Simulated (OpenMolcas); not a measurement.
**Lines of Bi I: computed and rescaled rates**

| Property | Result |
| --- | --- |
| Program | OpenMolcas 26.06 |
| Method | CASSCF |
| Basis | ANO-R3 [9s8p6d3f2g1h] |
| Scalar Hamiltonian | X2C, finite nucleus |
| Active space | 3 electrons in 3 orbitals (6p) |
| State averaging | 2S+1 = 4 odd, 1 root; 2S+1 = 2 odd, 8 roots kept (CI in the orbitals of an earlier block) |
| Spin-orbit coupling | state interaction with AMFI integrals over the reference wave functions, term energies averaged over their components |

Rates come from the transition moments of the reference wave functions (E1 and E2 in the length form). At fixed line strength A goes as λ^-3 for E1 and M1 and as λ^-5 for E2, so a rate at the computed wavelength can be rescaled to the measured one. Measured vacuum wavelengths follow from level energies in NIST Handbook of Basic Atomic Spectroscopic Data. Branching counts decays inside the model space alone, at computed energies, and the table is only a selection of the E2 and M1 lines, drawn from those between levels with measured partners whose computed energy lies within a factor of 1.5 of the measured one.

```csv
Upper,Lower,Type,λ computed (nm),λ measured (nm),A computed (s-1),A rescaled (s-1),Branching %
6s² 6p³ ²D°_5/2,6s² 6p³ ²D°_3/2 [71 %],M1,2323,2489,6.14e-01,4.99e-01,13.5
6s² 6p³ ²D°_3/2 [71 %],6s² 6p³ ⁴S°_3/2,M1,816.7,875.7,2.06e+01,,99.0
6s² 6p³ ²D°_3/2 [71 %],6s² 6p³ ⁴S°_3/2,E2,816.7,875.7,2.09e-01,,1.0
6s² 6p³ ²P°_1/2,6s² 6p³ ²D°_3/2 [71 %],M1,782.8,976.4,5.31e+00,,9.4
6s² 6p³ ²P°_1/2,6s² 6p³ ²D°_3/2 [71 %],E2,782.8,976.4,2.08e+00,6.89e-01,3.7
6s² 6p³ ²D°_5/2,6s² 6p³ ⁴S°_3/2,M1,604.3,647.8,2.62e+00,,57.7
6s² 6p³ ²D°_5/2,6s² 6p³ ⁴S°_3/2,E2,604.3,647.8,1.30e+00,,28.7
6s² 6p³ ²P°_1/2,6s² 6p³ ⁴S°_3/2,M1,399.7,461.7,4.43e+01,,78.5
6s² 6p³ ²P°_1/2,6s² 6p³ ⁴S°_3/2,E2,399.7,461.7,4.49e+00,,8.0
```

Spin-changing lines and M1 lines between different terms are not rescaled, since their strength hangs on the term gaps too.

The largest correction is for 6s² 6p³ ²P°_1/2 → 6s² 6p³ ²D°_3/2 [71 %] (E2): 2.08e+00 × (782.8 / 976.4)^5 = 6.89e-01 s-1, a factor of 0.33.

No measured rate stands beside these. Rescaling mends the energy factor alone: line strengths can still be far off where a level mixes with configurations outside the active space, and weak or spin-changing lines hang on small mixing coefficients that depend on the term gaps too, so rescaling need not improve them.

Terms from blocks run as CI alone lack orbitals of their own. Spin-orbit splittings of 6p shells tend to come out small when the coupling is added on scalar orbitals. With the s shell closed, the reference lacks s² → p² mixing. Measured partners are found by configuration, term and J. A level has none where our copy of the source lacks it or the pairing is in doubt (some pairs that miss far off the trend of their configuration count as doubtful). Levels of configurations outside the active space are missing.

A share in square brackets marks a mixed level and gives the weight of the term that names it. ° marks odd parity.
